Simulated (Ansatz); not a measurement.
`[CH3][Ge]([NH2])([F])[F]` + H₂O → `[CH3][Ge]([NH2])([OH])[F]` + H–F  (formal hydrolysis of a Ge–F bond)

Gas-phase electronic energies from Ansatz, PBE0-D4/def2-TZVP geometries. CBS: MP2 limit from def2 TZ/QZ plus the TZ coupled-cluster correction, frozen cores. This one scheme is used for every species. DFT in def2-TZVPP. For Ge outer-core shells are correlated without core-valence functions, which leaves a few kJ/mol of doubt a bond. Scalar relativity is left out up to krypton. Each species was taken in one conformer, which may not be the lowest.

| level | ΔE (eV) |
| --- | --- |
| PBE-D4 | 0.37 |
| ωB97X-V | 0.38 |
| MP2/def2-QZVPP | 0.31 |
| MP2/CBS(def2) | 0.30 |

Task: What does CCSD(T)/CBS give? (Best estimate.)

Result: Computed: +0.33 eV. The listed levels differ from it by 0.04, 0.05, -0.02, -0.03 eV.

Largest T1 diagnostic among the species: 0.011.

The D4 term adds −0.03 eV with B3LYP and −0.02 eV with PBE0; it sums over pairs of atoms, weighted by their polarisabilities, and B3LYP, whose exchange is more repulsive, gets the larger term. In def2-TZVPP, CCSD(T) changes the Hartree–Fock value by −0.10 eV (the triples alone add −0.01 eV) and MP2 by −0.12 eV.

B3LYP here is the variant with VWN-RPA as its local correlation; programs differ in this.
